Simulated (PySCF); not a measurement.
Isomers of C5H13NOSi2, mass 159.054 u with the commonest isotopes. Method: PBE0/pcSseg-1 in PySCF (dipole) on a GFN2-xTB geometry, gas phase. One conformer each, none proved a minimum here; rigid rotors.

Task: Order these by rotational constant B, largest first.
A. `[CH3:1][CH2:2][NH:3][C:4](=[O:5])[CH:6]1[SiH2:7][CH2:8][SiH2:9]1` with C1–C2–N3–C4 110°, C2–N3–C4–O5 5°, N3–C4–C6–Si7 110°, C4–C6–Si7–C8 102°, C6–Si7–C8–Si9 7°, Si7–C8–Si9–C6 -7°, C4–C6–Si9–C8 -103°
B. `[CH3:1][CH2:2][NH:3][C:4](=[O:5])[C@H:6]1[CH2:7][SiH2:8][SiH2:9]1` with C1–C2–N3–C4 -108°, C2–N3–C4–O5 -5°, N3–C4–C6–C7 142°, C4–C6–C7–Si8 75°, C6–C7–Si8–Si9 24°, C7–Si8–Si9–C6 -19°, C4–C6–Si9–Si8 -87°
C. `[CH3:1][CH:2]([CH3:3])[Si@H:4]([C:5]#[N:6])[CH2:7][SiH2:8][OH:9]` with C1–C2–Si4–C5 53°, C2–Si4–C7–Si8 160°, Si4–C7–Si8–O9 -66°, C7–Si8–O9–H 55°
D. `[NH2:1][SiH2:2][Si@@H:3]1[O:4][C@@H:5]2[CH2:6][CH2:7][C@H:8]1[CH2:9]2` with H–N1–Si2–Si3 -50° and 171°, N1–Si2–Si3–O4 -156°

Result: D (773.4 MHz), C (701.9 MHz), B (675.4 MHz), A (653.1 MHz).

Task: Order these by rotational constant C, smallest first.
A. `[CH3:1][CH2:2][NH:3][C:4](=[O:5])[C@H:6]1[CH2:7][SiH2:8][SiH2:9]1` with C1–C2–N3–C4 -108°, C2–N3–C4–O5 -5°, N3–C4–C6–C7 142°, C4–C6–C7–Si8 75°, C6–C7–Si8–Si9 24°, C7–Si8–Si9–C6 -19°, C4–C6–Si9–Si8 -87°
B. `[CH3:1][CH:2]([CH3:3])[Si@H:4]([C:5]#[N:6])[CH2:7][SiH2:8][OH:9]` with C1–C2–Si4–C5 53°, C2–Si4–C7–Si8 160°, Si4–C7–Si8–O9 -66°, C7–Si8–O9–H 55°
C. `[NH2:1][SiH2:2][Si@@H:3]1[O:4][C@@H:5]2[CH2:6][CH2:7][C@H:8]1[CH2:9]2` with H–N1–Si2–Si3 -50° and 171°, N1–Si2–Si3–O4 -156°

Result: B (574.2 MHz), A (639.6 MHz), C (758.7 MHz).

Task: Order these by rotational constant A, largest first.
A. `[NH2:1][SiH2:2][Si@@H:3]1[O:4][C@@H:5]2[CH2:6][CH2:7][C@H:8]1[CH2:9]2` with H–N1–Si2–Si3 -50° and 171°, N1–Si2–Si3–O4 -156°
B. `[CH3:1][CH:2]([CH3:3])[Si@H:4]([C:5]#[N:6])[CH2:7][SiH2:8][OH:9]` with C1–C2–Si4–C5 53°, C2–Si4–C7–Si8 160°, Si4–C7–Si8–O9 -66°, C7–Si8–O9–H 55°
C. `[CH3:1][CH2:2][NH:3][C:4](=[O:5])[C@H:6]1[CH2:7][SiH2:8][SiH2:9]1` with C1–C2–N3–C4 -108°, C2–N3–C4–O5 -5°, N3–C4–C6–C7 142°, C4–C6–C7–Si8 75°, C6–C7–Si8–Si9 24°, C7–Si8–Si9–C6 -19°, C4–C6–Si9–Si8 -87°

Result: A (2445 MHz), C (2372 MHz), B (1688 MHz).

| SMILES | point group | Ia (u·Å²) | Ib (u·Å²) | Ic (u·Å²) | κ | μa (D) | μb (D) | μc (D) |
| --- | --- | --- | --- | --- | --- | --- | --- | --- |
| N[SiH2][Si@@H]1O[C@@H]2CC[C@H]1C2 | C1 | 206.67 | 653.48 | 666.08 | -0.98 | 0.03 | 1.66 | 1.68 |
| CCNC(=O)[C@H]1C[SiH2][SiH2]1 | C1 | 213.10 | 748.22 | 790.13 | -0.96 | 2.41 | 1.01 | 2.28 |
| CC(C)[Si@H](C#N)C[SiH2]O | C1 | 299.43 | 719.98 | 880.09 | -0.77 | 3.47 | 2.95 | 0.55 |
| CCNC(=O)C1[SiH2]C[SiH2]1 | C1 | 214.62 | 773.80 | 869.68 | -0.92 | 1.08 | 1.37 | 2.36 |
